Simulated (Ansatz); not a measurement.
H6Si4, SMILES `[SiH]1=[SiH][SiH2][SiH2]1` (charge 0, multiplicity 1).

These are PBE0/cc-pVTZ // PBE0-D3(BJ)/def2-TZVP (Ansatz, a program for electronic structure) values and carry that method's errors.

Ansatz 0.2 input:
```yaml
crystal:
  periodic: [false, false, false]
  atoms:
    - { symbol: Si, position_ang: [0.446262, 1.704843, 0.230732] }
    - { symbol: Si, position_ang: [1.742009, 0.001182, 0.352654] }
    - { symbol: Si, position_ang: [0.027259, -1.469278, -0.11949] }
    - { symbol: Si, position_ang: [-1.397372, 0.401129, -0.24552] }
    - { symbol: H, position_ang: [0.640765, 3.169517, 0.391921] }
    - { symbol: H, position_ang: [3.190747, -0.182373, 0.629306] }
    - { symbol: H, position_ang: [-0.311469, -2.436254, 0.961498] }
    - { symbol: H, position_ang: [0.162185, -2.231524, -1.391906] }
    - { symbol: H, position_ang: [-2.016575, 0.6202, -1.582254] }
    - { symbol: H, position_ang: [-2.48381, 0.422559, 0.773058] }
basis:
  gaussian: { orbitals: cc-pVTZ }
hamiltonian:
  xc: pbe0
```

Output:

```
Functional definition: PBE0
1496 factors; their error is unknown
mean field evaluation 1: about -31593.7072 eV, gradient 1.6e1 eV
mean field evaluation 2: about -31593.8752 eV, gradient 1.5e1 eV
mean field evaluation 4: about -31594.7016 eV, gradient 4.8e-1 eV
mean field evaluation 8: about -31594.8265 eV, gradient 2.1e-1 eV
mean field evaluation 16: about -31594.8265 eV, gradient 1.7e-5 eV
mean field -31594.82654869 eV, -1161.0884599216 hartree, gradient 1.7e-5 eV, S^2 0.000000; 0 other end points of the search recorded, 0 dependent functions left out
reference -31594.82658568 eV, -1161.0884612813 hartree; 31, 31 occupied and 189, 189 virtual orbitals, 1496 factors
Total energy: -31594.82658568 eV, -1161.0884612813 hartree
```
